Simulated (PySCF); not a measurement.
## Partial charges of `Cc1cccc(C(=O)F)c1`

C8H7FO.
Cartesian coordinates in Å at the GFN2-xTB level; atoms count from 1:
```
atom  x, y, z in Å
C1    -2.4329   -0.7191    0.2551
C2    -1.0801   -0.1081    0.0630
C3    -0.9576    1.2344   -0.2917
C4     0.2849    1.8147   -0.4813
C5     1.4365    1.0665   -0.3218
C6     1.3307   -0.2768    0.0358
C7     2.5055   -1.1249    0.2207
O8     2.5643   -2.2688    0.5253
F9     3.6759   -0.4473   -0.0047
C10    0.0736   -0.8550    0.2273
H11   -3.0168   -0.6383   -0.6607
H12   -2.3489   -1.7683    0.5237
H13   -2.9763   -0.1983    1.0421
H14   -1.8508    1.8291   -0.4207
H15    0.3556    2.8567   -0.7555
H16    2.4074    1.5129   -0.4718
H17    0.0221   -1.8974    0.5053
```

Density: PBE0/pcSseg-1 (PySCF); schemes: Mulliken, IAO, Hirshfeld and ESP-fitted. Geometry: GFN2-xTB, one conformer, isolated molecule.

Atoms with like bonding are taken together and averaged. For which atoms does the sign change between the 4 schemes (beyond +0.03 e in one, beyond −0.03 e in another)?

C2, C5 and C10. Atomic charges aren't observables, and each scheme defines them in its own way.

Do the Mulliken, IAO, Hirshfeld and ESP-fitted schemes agree on where the charge is highest?

All schemes agree: Mulliken C7 (+0.712); IAO C7 (+0.603); Hirshfeld C7 (+0.228); ESP-fitted C7 (+0.694).

Which atoms carry the lowest charge in the Mulliken, IAO, Hirshfeld and ESP-fitted schemes?

The schemes don't all agree: Mulliken C6 (-0.465); IAO C1 (-0.428); Hirshfeld O8 (-0.226); ESP-fitted C1 (-0.608).

Give the atomic charges in each scheme.

In e; atoms taken as equivalent share a row and are averaged (×n: the atom named and its like, n in all):

```tsv
atom	environment	Mulliken	IAO	Hirshfeld	ESP-fitted
C1	benzylic-type carbon	-0.115	-0.428	-0.113	-0.608
C2	substituted aromatic carbon	-0.347	+0.022	+0.017	+0.432
C3	aromatic CH carbon	-0.007	-0.136	-0.033	-0.327
C4	aromatic CH carbon	-0.067	-0.147	-0.042	-0.070
C5	aromatic CH carbon	+0.049	-0.133	-0.041	-0.231
C6	substituted aromatic carbon	-0.465	-0.081	-0.026	-0.013
C7	acyl halide carbon	+0.712	+0.603	+0.228	+0.694
O8	carbonyl oxygen	-0.349	-0.394	-0.226	-0.460
F9	acyl fluorine	-0.286	-0.299	-0.095	-0.266
C10	aromatic CH carbon	+0.135	-0.131	-0.037	-0.356
H11/H12/H13	methyl hydrogen	+0.131	+0.155	+0.051	+0.169
H14	aromatic hydrogen	+0.074	+0.154	+0.056	+0.186
H15	aromatic hydrogen	+0.100	+0.160	+0.057	+0.144
H16	aromatic hydrogen	+0.091	+0.173	+0.051	+0.179
H17	aromatic hydrogen	+0.085	+0.169	+0.052	+0.188
```

Mean size of the charges over all atoms: ESP-fitted 0.274 e, IAO 0.206 e, Mulliken 0.193 e, Hirshfeld 0.072 e. Each set sums to the total charge, 0, to within 0.001 e. The Mulliken scheme gives each basis function's population to the atom it is centred on and halves the overlap population of two atoms between them.

Sum the charges by element, for elements with more than one atom.

```csv
element,atoms,Mulliken,IAO,Hirshfeld,ESP-fitted
C,8,-0.106,-0.430,-0.046,-0.478
H,7,+0.742,+1.123,+0.367,+1.204
```

How many electrons does the Mulliken scheme count on C4?

Z − q = 6 − (-0.067) = 6.067.

How closely do the schemes follow one another over all atoms?

Correlation coefficient and root-mean-square difference: IAO with Hirshfeld 0.97, 0.160 e; IAO with ESP-fitted 0.92, 0.138 e; Hirshfeld with ESP-fitted 0.88, 0.248 e; Mulliken with Hirshfeld 0.77, 0.199 e; Mulliken with IAO 0.75, 0.180 e; Mulliken with ESP-fitted 0.50, 0.300 e.
